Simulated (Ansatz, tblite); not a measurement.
Spin states of Ta2S2⁺ (the lowest doublet isomer of a short search), each relaxed with r2SCAN-D4/def2-SVP in Ansatz. Electronic energies in the gas phase.

In the def2 sets Ta takes a core potential; there is no spin–orbit coupling. The xTB rows come from tblite. HSE06 is defined as in plane-wave codes, on full-range PBE exchange. Correlated methods freeze 10 core orbitals; core or outer-core shells of Ta are correlated, in sets that lack core-valence functions. The structure comes from a short search, and lower isomers may exist.

Doublet geometry (C2v within 0.1 Å):

```xyz
4

Ta    0.796   -0.190   -1.002
Ta   -1.283    0.160   -0.018
S     0.032   -1.664    0.662
S     0.455    1.695    0.358
```

Quartet geometry (C2v within 0.1 Å):

```xyz
4

Ta    0.386    0.784   -1.027
Ta    0.365   -1.217    0.454
S     0.798    0.937    1.278
S    -1.548   -0.505   -0.704
```

⟨S²⟩: doublet 0.76 at PBE0-D4/def2-TZVP (pure 0.75), quartet 3.78 at PBE0-D4/def2-TZVP (pure 3.75).

Run but left out: HF/def2-SVP, HF/def2-TZVP, MP2/def2-SVP, MP2/def2-TZVP, CCSD/def2-SVP, CCSD(T)/def2-SVP (doublet: ⟨S²⟩ 1.65 to 1.67, where a pure state has 0.75).

Only these spin states were relaxed. Higher spins weren't run and may lie lower.

```json
{"level": "GFN1-xTB", "quartet − doublet (kcal/mol)": "-4.2", "lowest of these": "quartet"}
{"level": "GFN2-xTB", "quartet − doublet (kcal/mol)": "-15.5", "lowest of these": "quartet"}
{"level": "PBE-D4/def2-TZVP", "quartet − doublet (kcal/mol)": "20.3", "lowest of these": "doublet"}
{"level": "BLYP-D4/def2-TZVP", "quartet − doublet (kcal/mol)": "21.1", "lowest of these": "doublet"}
{"level": "r2SCAN-D4/def2-TZVP", "quartet − doublet (kcal/mol)": "16.6", "lowest of these": "doublet"}
{"level": "B97M-V/def2-TZVP", "quartet − doublet (kcal/mol)": "18.8", "lowest of these": "doublet"}
{"level": "PBE0-D4/def2-TZVP", "quartet − doublet (kcal/mol)": "19.1", "lowest of these": "doublet"}
{"level": "HSE06-D4/def2-TZVP", "quartet − doublet (kcal/mol)": "19.1", "lowest of these": "doublet"}
{"level": "BHLYP-D4/def2-TZVP", "quartet − doublet (kcal/mol)": "17.6", "lowest of these": "doublet"}
{"level": "RPA@PBE/def2-TZVP", "quartet − doublet (kcal/mol)": "20.9", "lowest of these": "doublet"}
```

Change of the quartet − doublet gap on mixing in exact exchange, in kcal/mol: PBE to PBE0 (25 % exact exchange) -1.2; BLYP to BHLYP (50 % exact exchange) -3.5.

The xTB methods have no spin-polarisation term.
